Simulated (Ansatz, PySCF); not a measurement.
Gas-phase reaction in SMILES: [AsH3] (AsH3) -> [AsH3] (AsH3) as doublet, charge +1 + e-
Structures are relaxed separately at B3LYP-D3(BJ)/def2-TZVP in Ansatz (an electronic-structure program). A spin state is the lowest found, not a proven ground state.
Geometry of the first species:
```xyz
4

As     0.0003     0.0002     0.0708
H     -0.7759    -1.0063    -0.7723
H     -0.4876     1.1692    -0.7786
H      1.2523    -0.1682    -0.7839
```
Charge 0, spin multiplicity 1.

Wanted: adiabatic ionisation energy (0 K, with B3LYP-D3(BJ) harmonic zero-point energies from PySCF), in eV. Cores are frozen in the correlated levels unless marked. UHF or UKS for open shells. No spin-orbit coupling. The frozen core is the preceding noble-gas configuration, with the filled d and f shells of earlier blocks. No relativistic terms. Basis-set limits of correlation are two-point, X^-3; Hartree-Fock from the larger set.

| level | program | adiabatic ionisation energy (eV) |
|---|---|---|
| PBE/def2-TZVPD | Ansatz | 9.69 |
| wB97X-V/def2-TZVPD | Ansatz | 9.66 |
| MP2/aug-cc-pVQZ | Ansatz | 9.56 |
| RI-MP2/CBS(def2-TZVPPD,def2-QZVPPD) | Ansatz | 9.58 |
| CCSD(T)/cc-pVTZ | Ansatz | 9.58 |
| CCSD(T)/CBS(def2-TZVPPD,def2-QZVPPD) | Ansatz | 9.68 |
| CCSD(T)/CBS(aug-cc-pVTZ,aug-cc-pVQZ) | Ansatz | 9.68 |
